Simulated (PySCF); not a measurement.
(F)2Zr(OSiH2)2O (singlet state).
Structure used (PBE0-D3(BJ)/def2-SVP), in Å, numbered top down from 1:
```xyz
12
F2H4O3Si2Zr angstrom
Zr     0.8107   -1.5897    0.8408
F     -0.1627   -2.9345    1.7893
F      2.6873   -1.9461    0.7879
O      0.4563    0.1884    1.5284
Si    -0.2150    1.5864    0.9048
O     -0.6423    1.2673   -0.6685
Si    -0.5850    0.0006   -1.7422
O      0.0899   -1.2978   -0.9364
H     -1.4320    1.9384    1.6800
H      0.7964    2.6737    0.9275
H      0.2778    0.3724   -2.8925
H     -1.9658   -0.3419   -2.1681
```

Theory: PySCF, PBE0-D3(BJ)/def2-SVP geometry optimisation, gas phase, def2 core potentials past Kr.

Q: Which atoms are bound to Zr1, and at what distances?

A: 4 atoms: F3 1.911 Å, F2 1.912 Å, O4 1.939 Å, O8 1.940 Å. The nearest atom not counted as bound is Si5, at 3.34 Å (others tie with it).

Q: List the angles at Zr1.

A: 
```tsv
angle	degrees	distance of the outer atoms (Å)
F2–Zr1–F3	112.5	3.18
F2–Zr1–O4	112.1	3.19
F2–Zr1–O8	111.8	3.19
F3–Zr1–O8	111.6	3.18
F3–Zr1–O4	111.1	3.18
O4–Zr1–O8	96.8	2.90
```

Q: Describe the arrangement about Zr1 in numbers.

A: Angles from 96.8° to 112.5°; τ4 = (360° − α − β)/141° = 0.96 with α and β the two widest (0 for a square, 1 for a tetrahedron).

Q: What are the other bond lengths?

A: O4–Si5, Si7–O8 1.671 Å; Si5–O6, O6–Si7 1.661 Å; Si5–H9 and 3 like bonds 1.485 Å.

Q: Give some angles away from the centre.

A: Zr1–O4–Si5 135.1°, O4–Si5–O6 107.2°, Si5–O6–Si7 138.6°.

Q: What are the rotational constants (commonest isotopes, rigid rotor)?

A: A = 1556, B = 725.3, C = 618.2 MHz: an asymmetric top.

Charge 0, singlet. PBE0-D3(BJ)/def2-SVP frequencies: not computed here.
